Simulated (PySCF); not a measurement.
Mo(O)(NMe)(SH)2 (CH5MoNOS2), SMILES C[N]=[Mo]([SH])([SH])=[O], multiplicity 1.

The structure is a stationary point at PBE0-D3(BJ)/def2-SVP. The spin state was assumed, not searched. The def2 effective core potentials stand for the cores of Mo; spin–orbit coupling is left out. Other conformers were not sampled.

Calculation: PySCF with B3LYP/def2-TZVP.

Symmetry labels are those of the subgroup Cs that the program uses (full group Cs).

Computed valence orbital energies around the gap with their symmetry:
```json
[
 {"orbital": "HOMO−7", "symmetry": "A'", "energy (eV)": "-10.28"},
 {"orbital": "HOMO−6", "symmetry": "A\"", "energy (eV)": "-10.27"},
 {"orbital": "HOMO−5", "symmetry": "A\"", "energy (eV)": "-9.50"},
 {"orbital": "HOMO−4", "symmetry": "A'", "energy (eV)": "-9.15"},
 {"orbital": "HOMO−3", "symmetry": "A'", "energy (eV)": "-8.29"},
 {"orbital": "HOMO−2", "symmetry": "A\"", "energy (eV)": "-8.12"},
 {"orbital": "HOMO−1", "symmetry": "A'", "energy (eV)": "-7.68"},
 {"orbital": "HOMO", "symmetry": "A\"", "energy (eV)": "-7.18"},
 {"orbital": "LUMO", "symmetry": "A'", "energy (eV)": "-2.61"},
 {"orbital": "LUMO+1", "symmetry": "A\"", "energy (eV)": "-2.13"},
 {"orbital": "LUMO+2", "symmetry": "A\"", "energy (eV)": "-1.59"},
 {"orbital": "LUMO+3", "symmetry": "A'", "energy (eV)": "-0.96"}
]
```
